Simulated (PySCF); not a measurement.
# What a mistake does to a calculation on ClGeH3NSi

These are calculations, not measurements. The program is PySCF 2.14.0, an open-source quantum chemistry code, run on an isolated molecule that a program drew, which may never have been made. The molecule is ClGeH3NSi (charge 0, doublet), drawn as the SMILES string `Cl[SiH]=[N][GeH2]`.

Each row is a Hartree-Fock (HF) and frozen-core CCSD(T) single point in the cc-pV(D+d)Z basis, meant for a local HF minimum. Run 1 is clean. Each other run has one planted mistake out of seven kinds, and not every kind appears here: one electron removed, one electron added, multiplicity raised by two, geometry at a saddle point, minimal basis STO-3G, one bond length entered in bohr, all coordinates scaled. The reference is restricted for singlets and unrestricted otherwise, and also for a bond in bohr. Adding or removing an electron swaps singlet and doublet. Electrons count all cores. HOMO and LUMO are orbital energies over both spins, the gradient is its largest component, and the lowest frequency (negative if imaginary) is given only where the gradient is small. Bond lengths are over the 6 bonds as drawn. T1 is the CCSD diagnostic: over 0.02 (restricted) or 0.045 (unrestricted) a single reference is doubtful. Germanium has the cc-pVDZ-PP basis, with a core potential (ECP10MDF) in place of its 10 inner electrons, and its 3s, 3p and 3d shells are frozen in CCSD(T).

Geometry of the clean run:
```xyz
7
ClGeH3NSi, angstrom
Cl   -0.0522    0.8786   -1.7550
Si    0.1449    0.2891    0.1902
N     0.8503   -0.9741    0.7411
Ge    1.7818   -2.5022    0.4107
H    -0.5173    1.2982    1.0109
H     3.1441   -2.4143    1.1262
H     0.9783   -3.6982    0.9578
```

```
run  electrons  basis functions  <S^2>  HOMO (eV)  LUMO (eV)  gradient (hartree/bohr)  lowest frequency (cm^-1)  mean bond (Å)  longest bond (Å)      T1  HF (hartree)  CCSD(T) (hartree)                          mistake
  1         73               98  0.756      -8.12       1.60                  1.6e-05                        57         1.6587             2.042  0.0178   -1098.01375        -1098.54539                         no fault
  2         73               98  0.836      -8.60       1.04                  3.9e-02                         -         1.7698             2.179  0.0288   -1097.98297        -1098.52970           all coordinates scaled
  3         73               98  3.788      -6.17      -0.37                  1.5e-01                         -         1.6587             2.042  0.0209   -1097.89836        -1098.38911       multiplicity raised by two
  4         73               98  1.010      -8.21       1.05                  2.1e-02                         -         1.8872             2.913  0.0356   -1097.93971        -1098.46434  one bond length entered in bohr
  5         72               98  0.000     -16.39      -6.14                  7.8e-02                         -         1.6587             2.042  0.0235   -1097.75114        -1098.28354             one electron removed
  6         74               98  0.000      -0.26       6.20                  8.1e-02                         -         1.6587             2.042  0.0184   -1097.98687        -1098.55078                                ?
```

**Which mistake was planted in run 6, and what did it cost?**

It counts 74 electrons, one more than the clean run, at the same geometry and basis. So the mistake is: one electron added. Subtracting run 1 and multiplying by 627.51 kcal/mol a hartree, the energy moved by 16.9 kcal/mol in HF and -3.4 kcal/mol in CCSD(T).

Cautions from the logs. Run 5: T1 is over the limit, so its CCSD(T) energy is less reliable.
